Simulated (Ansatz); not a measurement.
System: GeH₃Br, charge 0, singlet. GeH3Br (bromogermane, SMILES [Br][GeH3]).
B3LYP-D3(BJ)/def2-TZVP minimum from Ansatz (an electronic-structure program):
```xyz
5

Ge    -1.1460     0.0333     0.0073
Br     1.1847    -0.0344    -0.0075
H     -1.5582     1.4647    -0.3541
H     -1.5995    -0.3477     1.4210
H     -1.6334    -0.9778    -1.0364
```
Charge 0, spin multiplicity 1.

Hartree-Fock and CCSD(T) correlation energies in hartree (Ansatz). UHF or UKS for unpaired electrons; spin-orbit terms are left out. Correlated methods leave the cores frozen (noble-gas shells, and filled d and f shells in the p block). No relativity. Spin-orbit terms, left out, reach several kcal/mol for Br and I, and more for heavier atoms.

```csv
basis,X,E(HF),"E(corr, CCSD(T))"
cc-pVTZ,3,-4649.65433,-0.33135
cc-pVQZ,4,-4649.66130,-0.35828
cc-pV5Z,5,-4649.66207,withheld
```

### Question
Fit E(corr) = E∞ + A/X³ to X = 3 and 4, predict X = 5, and compare with the run.

### Answer
A = (-0.33135 - (-0.35828))/(1/27 - 1/64) = 1.2577; E∞ = -0.35828 - A/64 = -0.37793; at X = 5, E∞ + A/125 = -0.36787. The run gave -0.36735, 0.52 mEh above the prediction. The same form on X = 4 and 5 gives E∞ = -0.37687, 1.07 mEh above the first estimate.
